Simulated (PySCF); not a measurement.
SiH2(NHiPr)2: computed shieldings and shifts

SiH2(NHiPr)2, C6H18N2Si.

Bonds: Si1-N4, Si1-N16, N4-C5, C5-C6, C5-C7, N16-C17, C17-C18, C17-C19. Si1 carries H2, H3; N4 carries H8; C5 carries H9; C6 carries H10, H11, H12; C7 carries H13, H14, H15; N16 carries H20; C17 carries H21; C18 carries H22, H23, H24; C19 carries H25, H26, H27.

GIAO calculations in PySCF 2.14 on the PBE0-D3(BJ)/def2-SVP structure: isolated species, non-relativistic, equivalent atoms averaged; basis pcSseg-1.

**Question.** Give the isotropic shieldings (ppm) with KT2, PBE0.

**Answer.** 
| atoms | environment | KT2 | PBE0 |
| --- | --- | --- | --- |
| Si1 | silicon bonded to 2 N, 2 H | 418.2 | 405.5 |
| N4/N16 | nitrogen bonded to C, Si, H | 204.6 | 211.9 |
| C5/C17 | carbon bonded to 2 C, N, H | 132.9 | 137.5 |
| C6/C7/C18/C19 | carbon bonded to C, 3 H | 154.6 | 156.3 |
| H2/H3 | hydrogen on a silicon bonded to 2 N | 25.57 | 26.02 |
| H9/H21 | hydrogen on a carbon bonded to 2 C, N | 27.88 | 28.21 |
| H10/H11/H12/H13/H14/H15/H22/H23/H24/H25/H26/H27 | hydrogen on a carbon bonded to C | 29.99 | 30.12 |
| H8/H20 | hydrogen on a nitrogen bonded to C, Si | 31.06 | 31.27 |
| HOMO–LUMO gap (eV) | – | 5.31 | 7.62 |

**Question.** And the chemical shifts, against references computed in the same way?

**Answer.** 
```csv
atoms,"nucleus, reference",KT2,PBE0
Si1,"²⁹Si, TMS",-57.2,-53.5
N4/N16,"¹⁵N, NH3",59.7,53.8
C5/C17,"¹³C, TMS",50.4,46.9
C6/C7/C18/C19,"¹³C, TMS",28.6,28.1
H2/H3,"¹H, TMS",5.61,5.25
H9/H21,"¹H, TMS",3.30,3.06
H10/H11/H12/H13/H14/H15/H22/H23/H24/H25/H26/H27,"¹H, TMS",1.19,1.14
H8/H20,"¹H, TMS",0.12,-0.01
```

**Question.** Which part of the shielding of Si1 depends on the functional?

**Answer.** Diamagnetic: KT2 889, PBE0 885 ppm; paramagnetic: KT2 -470, PBE0 -480 ppm.

Experimental scales use liquid or dissolved standards, which lie at an offset from isolated NH3 (liquid NH3: subtract about 20 ppm).
